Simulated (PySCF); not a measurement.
**Electron correlation in S (sulfur, neutral)**

[Ne] 3s2 3p4, high-spin 3P determinant. Computed with PySCF 2.14 in aug-cc-pwCVTZ (8s7p5d3f, 75 functions), with no relativity, point nucleus. Frozen: [Ne]; 6 electrons correlated.

```
  level  correlation energy (mhartree)
   CCSD                        -143.87
    (T)                          -5.34
CCSD(T)                        -149.21
```

Diagnostics: T1 = 0.010, D1 = 0.0325, largest double amplitude 0.039.

**Question.** Is a single reference adequate?

**Answer.** Yes: T1 lies below 0.03 and no double amplitude reaches 0.07.
